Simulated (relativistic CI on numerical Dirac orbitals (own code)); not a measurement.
Forbidden transitions in Pr⁵¹⁺

Calculated at this level of theory: Dirac-Coulomb-Breit CI, orbitals from a KLI potential per configuration, model QED, unscaled Slater integrals (own radial code, finite nucleus).

Configuration list (outside the closed core 1s2): 2s2 2p4, 2s 2p5, 2p6, 2p5 3s, 2p5 3p, 2p5 3d, 2s2 2p3 3s, 2s2 2p3 3p, 2s2 2p3 3d, 2s 2p4 3s, 2s 2p4 3p, 2s 2p4 3d, 2s2 2p3 4s, 2s2 2p3 4p, 2s2 2p3 4d, 2s2 2p3 4f, 2s 2p4 4s, 2s 2p4 4p, 2s2 2p2 3s2, 2s 2p4 4d, 2s 2p4 4f, 2s2 2p2 3s 3p, 2s2 2p3 5s, 2s2 2p3 5p, 2s2 2p2 3s 3d, 2s2 2p3 5d, 2s2 2p2 3p2, 2s2 2p3 5f, 2s2 2p3 5g, 2s2 2p2 3p 3d, 2s 2p3 3s2, 2s2 2p2 3d2, 2s 2p3 3s 3p, 2s 2p3 3s 3d, 2s 2p3 3p2, 2s 2p4 5s. Levels of other configurations are missing.

```
λ vac (nm)             Lower                 Upper  Type   A (s⁻¹)  log gf
   0.18852  2s 2p5 3P°_2 [5]    2p5 3d 3D°_3 [209]    E2  1.12e+12   -2.38
   0.18866  2s2 2p4 3P_1 [3]  2s 2p4 3d 3F_3 [187]    E2  1.73e+12   -2.19
   0.18875  2s2 2p4 1D_2 [4]  2s 2p4 3d 1F_3 [190]    E2  1.30e+12   -2.31
   0.18883  2s2 2p4 1D_2 [4]  2s 2p4 3d 3F_4 [189]    E2  1.55e+12   -2.13
   0.18885  2s2 2p4 3P_2 [1]  2s 2p4 3d 3F_4 [114]    E2  1.89e+12   -2.04
   0.18891  2s 2p5 3P°_2 [5]    2p5 3d 3F°_4 [207]    E2  1.89e+12   -2.04
   0.18930  2s2 2p4 3P_0 [7]  2s 2p4 3d 1D_2 [231]    E2  3.12e+12   -2.08
   0.18963  2s 2p5 3P°_2 [5]    2p5 3d 3D°_2 [206]    E2  1.47e+12   -2.40
   0.18966  2s 2p5 3P°_1 [9]    2p5 3d 3F°_3 [250]    E2  1.90e+12   -2.14
   0.18973  2s2 2p4 3P_1 [3]  2s 2p4 3d 3D_1 [178]    E2  2.26e+12   -2.44
   0.18974  2s2 2p4 1S_0 [2]  2s 2p4 3d 1D_2 [116]    E2  2.36e+12   -2.20
   0.18988  2s2 2p4 1D_2 [4]  2s 2p4 3d 1F_3 [181]    E2  1.14e+12   -2.37
   0.19026  2s2 2p4 1D_2 [4]  2s 2p4 3d 3F_4 [177]    E2  1.10e+12   -2.27
   0.19032  2s2 2p4 1D_2 [4]  2s 2p4 3d 3D_3 [176]    E2  8.45e+11   -2.49
   0.19053  2s 2p5 1P°_1 [6]    2p5 3d 1D°_2 [208]    E2  1.43e+12   -2.41
   0.19078  2s2 2p4 3P_1 [3]  2s 2p4 3d 3F_3 [169]    E2  1.02e+12   -2.41
   0.19131  2s2 2p4 3P_2 [1]  2s 2p4 3d 3F_4 [100]    E2  1.04e+12   -2.29
   0.19151  2s2 2p4 1D_2 [4]  2s 2p4 3d 3F_4 [166]    E2  1.16e+12   -2.24
   0.19159  2s 2p5 1P°_1 [6]    2p5 3d 3F°_3 [205]    E2  1.09e+12   -2.38
   0.19220  2s2 2p4 3P_2 [1]   2s 2p4 3d 5F_4 [97]    E2  8.28e+11   -2.38
```

Terms are leading LS components. Brackets give the number of a level in order of energy, since labels repeat. The list gives strong lines, with weight on those to low levels, among the lowest 400 of 1493 levels, so that lines to higher ones, which can be the strongest, are missing. Levels whose partners in the same complex of configurations lie outside the list can be far off, and so can their lines. Rates are taken at the computed energies, electric ones in the length gauge.

At this charge energies of transitions that change n are usually good to better than 1 %, and those within a shell (Δn = 0) to a few per cent.

LS names give the leading component of a level, which can be under half, so a name can repeat, a term be missing and a line seem to break the LS rules.
